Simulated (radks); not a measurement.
Charge is removed step by step from the 2s up level of the beryllium ion Be+, starting from [He] 2s(up 1, down 0). Calculated with a radial shooting solver on a logarithmic mesh with Libxc functionals: scalar-relativistic Kohn-Sham, r2SCAN, spin-polarised, spherical densities, finite nucleus; meta-GGA in the generalised Kohn-Sham scheme; Fermi nuclear charge, rms radius 2.519 fm.

removed (e)  E - E(0) (eV)  eigenvalue (eV)
0                    0.000          -14.621
0.1                  1.502          -15.426
0.2                  3.085          -16.223
0.3                  4.747          -17.010
0.4                  6.486          -17.781
0.5                  8.302          -18.521
0.6                 10.189          -19.209
0.7                 12.141          -19.820
0.8                 14.148          -20.297
0.9                 16.191          -20.476

The mean slope of the eigenvalue, de/dn, is 6.51 eV per electron.
